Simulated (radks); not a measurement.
Pm59+, 2 electrons, occupied as [He].

All-electron calculation, scalar-relativistic Kohn-Sham, PBE, spin-unpolarised, spherical densities, point nucleus. Program: a radial shooting solver on a logarithmic mesh with Libxc functionals.

Energy parts (eV):
part                      energy
total                 -105704.56
kinetic                117950.75
electron-nucleus      -224784.40
Hartree                  2232.88
exchange-correlation    -1103.78

Orbitals (lengths in bohr, moments of r in powers of bohr):
orbital  occ.  eigenvalue (eV)  <1/r>
1s          2        -51885.99  67.71
2s          0        -12900.19  16.71
2p          0        -12326.83  15.67

The highest occupied level is 1s at -51886 eV. For comparison, the ionisation energy in NIST's Atomic Spectra Database is 52144.3 eV (theoretical). In exact Kohn-Sham theory the highest level is minus the ionisation energy, but local and semilocal functionals leave it too shallow, through self-interaction and a potential that decays too fast; potentials with the right tail come closer. Summed over all electrons, <r^2> = 0.001445 bohr^2, which gives a Langevin (diamagnetic) susceptibility term of -0.00114 x 10^-6 cm^3/mol.
